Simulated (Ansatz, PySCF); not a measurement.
Reaction (SMILES): [CH3][Ge]([Cl])([Cl])[Cl] → [CH3] (CH3) + [Cl][Ge]([Cl])[Cl] (the C-Ge bond at the site shown breaks; other sites are not compared here)
Geometries: B3LYP-D3(BJ)/def2-TZVP minima from Ansatz (an electronic-structure program). Frequencies are from Ansatz or PySCF.

Quantity: bond dissociation energy (enthalpy at 298 K, with B3LYP-D3(BJ) rigid-rotor harmonic-oscillator terms), in kJ/mol. Cores are frozen in the correlated levels unless marked. Open shells are spin-unrestricted. Spin-orbit coupling is left out. Frozen are the shells of the preceding noble gas and the d and f shells that filled before the atom's block. No relativistic terms. CBS(X,Y): correlation extrapolated as X^-3; Hartree-Fock from the larger set.

CCSD(T)/CBS(def2-TZVPP,def2-QZVPP) (Ansatz) gives 343.8 kJ/mol.

Q: Another calculation gave 311.0 kJ/mol. Which level was it?
A) revPBE/def2-TZVPD (Ansatz)
B) r2SCAN0/def2-TZVPD (Ansatz)
C) B2GP-PLYP/def2-TZVPD (Ansatz)
D) wB97M-V/def2-TZVPD (Ansatz)

A: B, r2SCAN0/def2-TZVPD (Ansatz). The others give 337.2 (wB97M-V), 285.7 (revPBE), 325.8 (B2GP-PLYP) kJ/mol.
